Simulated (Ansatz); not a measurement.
# Reading a saddle point

A first-order saddle point of SiNH$_{4}$F$_{3}$, closed shell, PBE0-D4/def2-TZVP, with one imaginary mode of 720i cm⁻¹:

```
atom    x (Å)    y (Å)    z (Å)
 Si1  -0.6231   0.3683  -0.3703
  N2   0.8281  -0.0857   0.6187
  F3  -0.2252   0.3838  -1.9007
  F4  -0.6908   1.9448  -0.0538
  H5  -1.9482  -0.0696   0.0620
  H6   0.5216  -1.2273   0.2009
  F7  -0.3044  -1.7150  -0.4581
  H8   0.7465   0.0809   1.6140
  H9   1.6956   0.3198   0.2872
```

Program: Ansatz 0.2.0. Basis: def2-TZVPP and def2-QZVPP. Cores are frozen in the correlated methods. Extrapolation: Hartree–Fock as exp(−7.88 √X), correlation as X^−2.97.

Which contacts change along the imaginary mode, and what lies on either side? (Judge from chemistry; the calculation decides.)

The calculation gives: The step is SiNH₃F₂ ([NH2][SiH]([F])[F]) + HF → SiHF₃ ([F][SiH]([F])[F]) + NH₃ (still joined by a long Si–N bond), with the molecules in contact on both sides. Shortening one way: Si1–F7, N2–H6; lengthening the same way: Si1–N2, H6–F7.
| pair | one side (Å) | saddle (Å) | other side (Å) |
| --- | --- | --- | --- |
| Si1–F7 | 3.58 | 2.11 | 1.61 |
| N2–H6 | 1.75 | 1.25 | 1.01 |
| Si1–N2 | 1.72 | 1.81 | 2.11 |
| H6–F7 | 0.95 | 1.16 | 2.63 |

Which side is lower, and how far does the saddle lie above each? (Judge from chemistry; the value comes from the calculation.)

Computed: The side with Si1–F7, N2–H6 short is lower by 0.751 eV; the saddle lies 1.436 eV above it and 0.685 eV above the other (CCSD(T) at an estimated basis limit (MP2 extrapolated from triple and quadruple zeta, plus CCSD(T) − MP2 in triple zeta); electronic energies).

The T1 diagnostic stays at or below 0.012.

Steps of this kind, hydrogen fluoride cutting a network bond, underlie vapour etching and the fluorination step of atomic layer etching.

Labels in which every atom is bracketed show which atoms are joined, not bond orders.

For scale, one of the runs: CCSD(T)/def2-TZVPP, 222 basis functions, launched by `ansatz run in.yaml --threads 4 --pin off --events-out ev --progress --plain --max-ram 9574MiB`. The run took 80 s on 4 CPU threads of an Intel Xeon Platinum 8488C (shared host), with 3.8 GiB of host memory at its peak.
